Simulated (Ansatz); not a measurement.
Ansatz (an electronic-structure program) input (B3LYP/6-31G* with LANL2DZ past Ar): The .json file joins the Basis Set Exchange's 6-31G* for atoms up to Ar and LANL2DZ past it.

Ansatz 0.2 input:
```yaml
crystal:
  periodic: [false, false, false]
  atoms:
    - {symbol: Mo, position_ang: [-0.12365319, 0.03491257, 0.02673375]}
    - {symbol: H, position_ang: [0.77686585, -0.92114785, 1.29472984]}
    - {symbol: H, position_ang: [0.96572233, 1.49451955, 0.02201646]}
    - {symbol: H, position_ang: [0.70122765, -1.05718738, -1.18459302]}
    - {symbol: H, position_ang: [0.24555139, -0.53417779, -1.66814803]}
    - {symbol: H, position_ang: [1.01596991, -1.28642230, 0.57056884]}
    - {symbol: H, position_ang: [1.48809678, 0.83808765, -0.15739174]}
basis:
  gaussian:
    orbitals: 6-31Gs+LANL2DZ.json
hamiltonian:
  xc: {name: B3LYP}
total_charge: 1
magnetization: {spin_polarized: true, initial_magnetization: 1}
phonons: {temperatures: {t_min: 298.15, t_max: 298.15, t_step: 100}}
```

Output:

```
Functional definition: B3LYP
integrals: 0.01 GiB planned
527 factors; integrals over basis functions are off by at most 3.0e-4 eV
mean field: 0.13 GiB planned
mean field evaluation 1: about -1918.6192 eV, gradient 2.6e1 eV
mean field evaluation 2: about -1906.3460 eV, gradient 4.9e1 eV
mean field evaluation 4: about -1923.3273 eV, gradient 7.5e-1 eV
mean field evaluation 8: about -1923.3298 eV, gradient 1.4e-2 eV
mean field evaluation 16: about -1923.3298 eV, gradient 7.5e-5 eV
mean field -1923.32978611 eV, -70.6810659596 hartree, gradient 2.5e-5 eV, S^2 0.754933; 2 other end points of the search recorded, 0 dependent functions left out
the calculation of the forces begins
reference -1923.33005518 eV, -70.6810758480 hartree; 10, 9 occupied and 24, 25 virtual orbitals, 527 factors
these checks for a lower state are left out or cut short: stability, starts, cluster_reference, orbital_swaps, neighbouring_geometries, increment
integrals: 0.01 GiB planned
527 factors; integrals over basis functions are off by at most 2.9e-4 eV
mean field: 0.13 GiB planned
mean field evaluation 32: about -1923.3297 eV, gradient 4.7e-5 eV
mean field -1923.32972977 eV, -70.6810638894 hartree, gradient 2.8e-6 eV, S^2 0.754910; 0 other end points of the search recorded, 0 dependent functions left out
the calculation of the forces begins
reference -1923.32999892 eV, -70.6810737805 hartree; 10, 9 occupied and 24, 25 virtual orbitals, 527 factors
these checks for a lower state are left out or cut short: stability, starts, cluster_reference, orbital_swaps, neighbouring_geometries, increment
integrals: 0.01 GiB planned
527 factors; integrals over basis functions are off by at most 3.0e-4 eV
mean field: 0.13 GiB planned
mean field -1923.32973205 eV, -70.6810639731 hartree, gradient 2.8e-6 eV, S^2 0.754956; 0 other end points of the search recorded, 0 dependent functions left out
the calculation of the forces begins
reference -1923.33000105 eV, -70.6810738586 hartree; 10, 9 occupied and 24, 25 virtual orbitals, 527 factors
these checks for a lower state are left out or cut short: stability, starts, cluster_reference, orbital_swaps, neighbouring_geometries, increment
integrals: 0.01 GiB planned
527 factors; integrals over basis functions are off by at most 3.0e-4 eV
mean field: 0.13 GiB planned
mean field -1923.32975267 eV, -70.6810647308 hartree, gradient 1.3e-6 eV, S^2 0.754937; 0 other end points of the search recorded, 0 dependent functions left out
the calculation of the forces begins
reference -1923.33002174 eV, -70.6810746190 hartree; 10, 9 occupied and 24, 25 virtual orbitals, 527 factors
these checks for a lower state are left out or cut short: stability, starts, cluster_reference, orbital_swaps, neighbouring_geometries, increment
integrals: 0.01 GiB planned
527 factors; integrals over basis functions are off by at most 3.0e-4 eV
mean field: 0.13 GiB planned
mean field -1923.32975090 eV, -70.6810646660 hartree, gradient 1.5e-6 eV, S^2 0.754928; 0 other end points of the search recorded, 0 dependent functions left out
the calculation of the forces begins
reference -1923.33001998 eV, -70.6810745545 hartree; 10, 9 occupied and 24, 25 virtual orbitals, 527 factors
these checks for a lower state are left out or cut short: stability, starts, cluster_reference, orbital_swaps, neighbouring_geometries, increment
integrals: 0.01 GiB planned
527 factors; integrals over basis functions are off by at most 3.0e-4 eV
mean field: 0.13 GiB planned
mean field -1923.32977836 eV, -70.6810656750 hartree, gradient 1.9e-6 eV, S^2 0.754937; 0 other end points of the search recorded, 0 dependent functions left out
the calculation of the forces begins
reference -1923.33004741 eV, -70.6810755623 hartree; 10, 9 occupied and 24, 25 virtual orbitals, 527 factors
these checks for a lower state are left out or cut short: stability, starts, cluster_reference, orbital_swaps, neighbouring_geometries, increment
integrals: 0.01 GiB planned
527 factors; integrals over basis functions are off by at most 3.0e-4 eV
mean field: 0.13 GiB planned
mean field evaluation 64: about -1923.3298 eV, gradient 1.9e-5 eV
mean field -1923.32977794 eV, -70.6810656596 hartree, gradient 2.0e-6 eV, S^2 0.754928; 0 other end points of the search recorded, 0 dependent functions left out
the calculation of the forces begins
reference -1923.33004705 eV, -70.6810755490 hartree; 10, 9 occupied and 24, 25 virtual orbitals, 527 factors
these checks for a lower state are left out or cut short: stability, starts, cluster_reference, orbital_swaps, neighbouring_geometries, increment
integrals: 0.01 GiB planned
527 factors; integrals over basis functions are off by at most 3.0e-4 eV
mean field: 0.13 GiB planned
[...]
mean field: 0.13 GiB planned
mean field -1923.32976697 eV, -70.6810652564 hartree, gradient 2.3e-6 eV, S^2 0.754930; 0 other end points of the search recorded, 0 dependent functions left out
the calculation of the forces begins
reference -1923.33003607 eV, -70.6810751456 hartree; 10, 9 occupied and 24, 25 virtual orbitals, 527 factors
these checks for a lower state are left out or cut short: stability, starts, cluster_reference, orbital_swaps, neighbouring_geometries, increment
integrals: 0.01 GiB planned
527 factors; integrals over basis functions are off by at most 3.0e-4 eV
mean field: 0.13 GiB planned
mean field -1923.32976064 eV, -70.6810650237 hartree, gradient 2.4e-6 eV, S^2 0.754945; 0 other end points of the search recorded, 0 dependent functions left out
the calculation of the forces begins
reference -1923.33002979 eV, -70.6810749148 hartree; 10, 9 occupied and 24, 25 virtual orbitals, 527 factors
these checks for a lower state are left out or cut short: stability, starts, cluster_reference, orbital_swaps, neighbouring_geometries, increment
integrals: 0.01 GiB planned
527 factors; integrals over basis functions are off by at most 3.0e-4 eV
mean field: 0.13 GiB planned
mean field -1923.32976514 eV, -70.6810651890 hartree, gradient 2.1e-6 eV, S^2 0.754921; 0 other end points of the search recorded, 0 dependent functions left out
the calculation of the forces begins
reference -1923.33003414 eV, -70.6810750747 hartree; 10, 9 occupied and 24, 25 virtual orbitals, 527 factors
these checks for a lower state are left out or cut short: stability, starts, cluster_reference, orbital_swaps, neighbouring_geometries, increment
integrals: 0.01 GiB planned
527 factors; integrals over basis functions are off by at most 3.0e-4 eV
mean field: 0.13 GiB planned
mean field -1923.32976496 eV, -70.6810651827 hartree, gradient 1.4e-6 eV, S^2 0.754932; 0 other end points of the search recorded, 0 dependent functions left out
the calculation of the forces begins
reference -1923.33003407 eV, -70.6810750723 hartree; 10, 9 occupied and 24, 25 virtual orbitals, 527 factors
these checks for a lower state are left out or cut short: stability, starts, cluster_reference, orbital_swaps, neighbouring_geometries, increment
integrals: 0.01 GiB planned
527 factors; integrals over basis functions are off by at most 3.0e-4 eV
mean field: 0.13 GiB planned
mean field evaluation 128: about -1923.3298 eV, gradient 1.3e-6 eV
mean field -1923.32976305 eV, -70.6810651125 hartree, gradient 1.3e-6 eV, S^2 0.754933; 0 other end points of the search recorded, 0 dependent functions left out
the calculation of the forces begins
reference -1923.33003210 eV, -70.6810749996 hartree; 10, 9 occupied and 24, 25 virtual orbitals, 527 factors
these checks for a lower state are left out or cut short: stability, starts, cluster_reference, orbital_swaps, neighbouring_geometries, increment
integrals: 0.01 GiB planned
527 factors; integrals over basis functions are off by at most 3.0e-4 eV
mean field: 0.13 GiB planned
mean field -1923.32975522 eV, -70.6810648247 hartree, gradient 1.4e-6 eV, S^2 0.754927; 0 other end points of the search recorded, 0 dependent functions left out
the calculation of the forces begins
reference -1923.33002426 eV, -70.6810747115 hartree; 10, 9 occupied and 24, 25 virtual orbitals, 527 factors
these checks for a lower state are left out or cut short: stability, starts, cluster_reference, orbital_swaps, neighbouring_geometries, increment
integrals: 0.01 GiB planned
527 factors; integrals over basis functions are off by at most 3.0e-4 eV
mean field: 0.13 GiB planned
mean field -1923.32975570 eV, -70.6810648424 hartree, gradient 1.5e-6 eV, S^2 0.754938; 0 other end points of the search recorded, 0 dependent functions left out
the calculation of the forces begins
reference -1923.33002482 eV, -70.6810747323 hartree; 10, 9 occupied and 24, 25 virtual orbitals, 527 factors
these checks for a lower state are left out or cut short: stability, starts, cluster_reference, orbital_swaps, neighbouring_geometries, increment
integrals: 0.01 GiB planned
527 factors; integrals over basis functions are off by at most 3.0e-4 eV
mean field: 0.13 GiB planned
mean field -1923.32976785 eV, -70.6810652888 hartree, gradient 1.8e-6 eV, S^2 0.754921; 0 other end points of the search recorded, 0 dependent functions left out
the calculation of the forces begins
reference -1923.33003701 eV, -70.6810751803 hartree; 10, 9 occupied and 24, 25 virtual orbitals, 527 factors
these checks for a lower state are left out or cut short: stability, starts, cluster_reference, orbital_swaps, neighbouring_geometries, increment
integrals: 0.01 GiB planned
527 factors; integrals over basis functions are off by at most 3.0e-4 eV
mean field: 0.13 GiB planned
mean field -1923.32976812 eV, -70.6810652987 hartree, gradient 3.0e-6 eV, S^2 0.754944; 0 other end points of the search recorded, 0 dependent functions left out
the calculation of the forces begins
reference -1923.33003711 eV, -70.6810751838 hartree; 10, 9 occupied and 24, 25 virtual orbitals, 527 factors
these checks for a lower state are left out or cut short: stability, starts, cluster_reference, orbital_swaps, neighbouring_geometries, increment
integrals: 0.01 GiB planned
527 factors; integrals over basis functions are off by at most 3.0e-4 eV
mean field: 0.13 GiB planned
mean field evaluation 160: about -1923.3297 eV, gradient 2.7e-6 eV
mean field -1923.32974075 eV, -70.6810642929 hartree, gradient 2.7e-6 eV, S^2 0.754940; 0 other end points of the search recorded, 0 dependent functions left out
the calculation of the forces begins
reference -1923.33000981 eV, -70.6810741805 hartree; 10, 9 occupied and 24, 25 virtual orbitals, 527 factors
these checks for a lower state are left out or cut short: stability, starts, cluster_reference, orbital_swaps, neighbouring_geometries, increment
integrals: 0.01 GiB planned
527 factors; integrals over basis functions are off by at most 3.0e-4 eV
mean field: 0.13 GiB planned
mean field -1923.32974637 eV, -70.6810644995 hartree, gradient 1.8e-6 eV, S^2 0.754925; 0 other end points of the search recorded, 0 dependent functions left out
the calculation of the forces begins
reference -1923.33001547 eV, -70.6810743886 hartree; 10, 9 occupied and 24, 25 virtual orbitals, 527 factors
these checks for a lower state are left out or cut short: stability, starts, cluster_reference, orbital_swaps, neighbouring_geometries, increment
integrals: 0.01 GiB planned
527 factors; integrals over basis functions are off by at most 3.0e-4 eV
mean field: 0.13 GiB planned
mean field -1923.32977476 eV, -70.6810655428 hartree, gradient 1.6e-6 eV, S^2 0.754933; 0 other end points of the search recorded, 0 dependent functions left out
the calculation of the forces begins
reference -1923.33004379 eV, -70.6810754292 hartree; 10, 9 occupied and 24, 25 virtual orbitals, 527 factors
these checks for a lower state are left out or cut short: stability, starts, cluster_reference, orbital_swaps, neighbouring_geometries, increment
integrals: 0.01 GiB planned
527 factors; integrals over basis functions are off by at most 3.0e-4 eV
mean field: 0.13 GiB planned
mean field -1923.32977364 eV, -70.6810655016 hartree, gradient 1.6e-6 eV, S^2 0.754932; 0 other end points of the search recorded, 0 dependent functions left out
the calculation of the forces begins
reference -1923.33004277 eV, -70.6810753919 hartree; 10, 9 occupied and 24, 25 virtual orbitals, 527 factors
Total energy: -1923.33005518 eV, -70.6810758480 hartree
Atom 0 at    -0.123653     0.034913     0.026734 Å, force    -0.000381     0.000453     0.000128 eV/Å
Atom 1 at     0.776866    -0.921148     1.294730 Å, force     0.000077     0.000249     0.000643 eV/Å
Atom 2 at     0.965722     1.494520     0.022016 Å, force     0.000809    -0.001262    -0.000310 eV/Å
Atom 3 at     0.701228    -1.057187    -1.184593 Å, force     0.000386    -0.000086    -0.000059 eV/Å
Atom 4 at     0.245551    -0.534178    -1.668148 Å, force    -0.000136     0.000404    -0.000547 eV/Å
Atom 5 at     1.015970    -1.286422     0.570569 Å, force     0.000379    -0.000080    -0.000100 eV/Å
Atom 6 at     1.488097     0.838088    -0.157392 Å, force    -0.001133     0.000321     0.000245 eV/Å
Dipole moment:    -0.169325     0.002346     0.030670 e Å
Vibrations: 124.31 338.74 556.93 597.38 686.03 779.29 877.06 890.51 1001.52 1510.03 1520.62 1541.37 2762.55 2893.03 2899.13 cm⁻¹, zero-point energy 1.176516 eV
```

The blocks after the first are displaced geometries, from whose forces the wavenumbers follow.

The dipole moment of an ion depends on the origin.
